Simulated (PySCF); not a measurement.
Zr, triplet (typed; the unrestricted solution is spin-contaminated) (core potentials on Zr); MN15/def2-TZVP in PySCF.

PySCF was given this input:
```python
from pyscf import gto, scf, dft

mol = gto.Mole()
mol.atom = '''
    Zr    0.00000000    0.00000000    0.00000000
'''
mol.basis = 'def2-tzvp'
mol.ecp = {'Zr': 'def2-tzvp'}
mol.spin = 2
mol.verbose = 4
mol.build()

mf = dft.UKS(mol)
mf.xc = 'mn15'
mf.grids.level = 0
mf.kernel()
```

What the program printed (banner, timings and long lists left out):

```
PySCF version 2.14.0

[INPUT] verbose = 4
[INPUT] num. atoms = 1
[INPUT] num. electrons = 12
[INPUT] charge = 0
[INPUT] spin (= nelec alpha-beta = 2S) = 2
[INPUT] symmetry False subgroup None
[INPUT] Mole.unit = angstrom
[INPUT] Symbol           X                Y                Z      unit          X                Y                Z       unit  Magmom
[INPUT]  1 Zr     0.000000000000   0.000000000000   0.000000000000 AA    0.000000000000   0.000000000000   0.000000000000 Bohr   0.0

nuclear repulsion = 0
number of shells = 14
number of NR pGTOs = 60
number of NR cGTOs = 40
basis = def2-tzvp
ecp = {'Zr': 'def2-tzvp'}

******** <class 'pyscf.dft.uks.UKS'> ********
method = UKS
initial guess = minao
damping factor = 0
level_shift factor = 0
DIIS = <class 'pyscf.scf.diis.CDIIS'>
diis_start_cycle = 1
diis_space = 8
diis_damp = 0
SCF conv_tol = 1e-09
SCF conv_tol_grad = None
SCF max_cycles = 50
direct_scf = True
direct_scf_tol = 1e-13
number electrons alpha = 7  beta = 5
XC library pyscf.dft.libxc version 7.1.2
    S. Lehtola, C. Steigemann, M. J. T. Oliveira, and M. A. L. Marques,  SoftwareX 7, 1–5 (2018)
XC functionals = mn15
    H. S. Yu, X. He, S. L. Li, and D. G. Truhlar,  Chem. Sci. 7, 5032–5051 (2016)
    H. S. Yu, X. He, S. L. Li, and D. G. Truhlar,  Chem. Sci. 7, 5032–5051 (2016)
radial grids:
    Treutler-Ahlrichs [JCP 102, 346 (1995); DOI:10.1063/1.469408] (M4) radial grids

becke partition: Becke, JCP 88, 2547 (1988); DOI:10.1063/1.454033
pruning grids: <function nwchem_prune>
grids dens level: 0
symmetrized grids: False
atomic radii adjust function: <function treutler_atomic_radii_adjust>
small_rho_cutoff = 0
Set gradient conv threshold to 3.16228e-05
tot grids = 2848
init E= -41.430084000632

cycle= 1 E= -46.7021341780354  delta_E= -5.27  |g|= 0.442  |ddm|= 2.51
cycle= 2 E= -46.7789325492671  delta_E= -0.0768  |g|= 0.269  |ddm|= 1.77
cycle= 3 E= -46.8156851860959  delta_E= -0.0368  |g|= 0.0126  |ddm|= 0.51
cycle= 4 E= -46.8166271845979  delta_E= -0.000942  |g|= 0.00726  |ddm|= 0.101
cycle= 5 E= -46.8173888132458  delta_E= -0.000762  |g|= 0.00552  |ddm|= 0.086
cycle= 6 E= -46.8178746638409  delta_E= -0.000486  |g|= 0.00459  |ddm|= 0.0636
cycle= 7 E= -46.8183300657626  delta_E= -0.000455  |g|= 0.00396  |ddm|= 0.0645
cycle= 8 E= -46.8188476340112  delta_E= -0.000518  |g|= 0.00364  |ddm|= 0.0778
cycle= 9 E= -46.8191008530543  delta_E= -0.000253  |g|= 0.00343  |ddm|= 0.0362
cycle= 10 E= -46.8195032784182  delta_E= -0.000402  |g|= 0.00297  |ddm|= 0.0627
cycle= 11 E= -46.8198153048661  delta_E= -0.000312  |g|= 0.00212  |ddm|= 0.0623
cycle= 12 E= -46.8200285291442  delta_E= -0.000213  |g|= 0.00157  |ddm|= 0.0768
cycle= 13 E= -46.8198874306737  delta_E= 0.000141  |g|= 0.00393  |ddm|= 0.0637
cycle= 14 E= -46.8199845980643  delta_E= -9.72e-05  |g|= 0.00333  |ddm|= 0.0268
cycle= 15 E= -46.8200369582849  delta_E= -5.24e-05  |g|= 0.003  |ddm|= 0.0171
cycle= 16 E= -46.8201436014205  delta_E= -0.000107  |g|= 0.00156  |ddm|= 0.0431
cycle= 17 E= -46.8202412961828  delta_E= -9.77e-05  |g|= 0.000864  |ddm|= 0.0669
cycle= 18 E= -46.8202495387178  delta_E= -8.24e-06  |g|= 0.000608  |ddm|= 0.00702
cycle= 19 E= -46.8202875234438  delta_E= -3.8e-05  |g|= 0.000483  |ddm|= 0.043
cycle= 20 E= -46.8203145965099  delta_E= -2.71e-05  |g|= 0.00032  |ddm|= 0.0443
cycle= 21 E= -46.820328231234  delta_E= -1.36e-05  |g|= 0.000574  |ddm|= 0.0417
cycle= 22 E= -46.8203279996416  delta_E= 2.32e-07  |g|= 0.000496  |ddm|= 0.00188
cycle= 23 E= -46.8203281232258  delta_E= -1.24e-07  |g|= 0.000513  |ddm|= 0.0012
cycle= 24 E= -46.8203302615497  delta_E= -2.14e-06  |g|= 0.000394  |ddm|= 0.00952
cycle= 25 E= -46.8203341084822  delta_E= -3.85e-06  |g|= 0.000143  |ddm|= 0.0317
cycle= 26 E= -46.8203343287984  delta_E= -2.2e-07  |g|= 5.98e-05  |ddm|= 0.00583
cycle= 27 E= -46.8203343703911  delta_E= -4.16e-08  |g|= 6.55e-05  |ddm|= 0.00224
cycle= 28 E= -46.8203344010119  delta_E= -3.06e-08  |g|= 5.71e-05  |ddm|= 0.000795
cycle= 29 E= -46.8203344294227  delta_E= -2.84e-08  |g|= 3.34e-05  |ddm|= 0.000401
cycle= 30 E= -46.8203344608383  delta_E= -3.14e-08  |g|= 3.27e-05  |ddm|= 0.000424
cycle= 31 E= -46.8203345272327  delta_E= -6.64e-08  |g|= 3.22e-05  |ddm|= 0.00109
cycle= 32 E= -46.820334563446  delta_E= -3.62e-08  |g|= 3.22e-05  |ddm|= 0.000938
cycle= 33 E= -46.8203346701858  delta_E= -1.07e-07  |g|= 2.95e-05  |ddm|= 0.00302
cycle= 34 E= -46.8203347318228  delta_E= -6.16e-08  |g|= 2.87e-05  |ddm|= 0.00216
cycle= 35 E= -46.8203347690424  delta_E= -3.72e-08  |g|= 2.78e-05  |ddm|= 0.00195
cycle= 36 E= -46.8203347922357  delta_E= -2.32e-08  |g|= 2.75e-05  |ddm|= 0.000682
cycle= 37 E= -46.8203348313504  delta_E= -3.91e-08  |g|= 2.69e-05  |ddm|= 0.00112
cycle= 38 E= -46.820334860037  delta_E= -2.87e-08  |g|= 2.65e-05  |ddm|= 0.00065
cycle= 39 E= -46.8203348881205  delta_E= -2.81e-08  |g|= 2.61e-05  |ddm|= 0.000549
cycle= 40 E= -46.820334928001  delta_E= -3.99e-08  |g|= 2.57e-05  |ddm|= 0.000783
cycle= 41 E= -46.820335025304  delta_E= -9.73e-08  |g|= 2.42e-05  |ddm|= 0.00177
cycle= 42 E= -46.8203352684034  delta_E= -2.43e-07  |g|= 2.16e-05  |ddm|= 0.00545
cycle= 43 E= -46.8203353124697  delta_E= -4.41e-08  |g|= 2.06e-05  |ddm|= 0.00192
cycle= 44 E= -46.8203353281361  delta_E= -1.57e-08  |g|= 2.01e-05  |ddm|= 0.000617
cycle= 45 E= -46.8203353588227  delta_E= -3.07e-08  |g|= 1.9e-05  |ddm|= 0.00105
cycle= 46 E= -46.8203354164333  delta_E= -5.76e-08  |g|= 1.8e-05  |ddm|= 0.00202
cycle= 47 E= -46.8203354343324  delta_E= -1.79e-08  |g|= 1.79e-05  |ddm|= 0.000517
cycle= 48 E= -46.8203354458321  delta_E= -1.15e-08  |g|= 1.78e-05  |ddm|= 0.000317
cycle= 49 E= -46.8203354649691  delta_E= -1.91e-08  |g|= 1.76e-05  |ddm|= 0.000553
cycle= 50 E= -46.8203355035501  delta_E= -3.86e-08  |g|= 1.73e-05  |ddm|= 0.00112
SCF not converged.
SCF energy = -46.8203355035501 after 50 cycles  <S^2> = 2.3284981  2S+1 = 3.2115405
```

The run did not converge; its last values are not results.
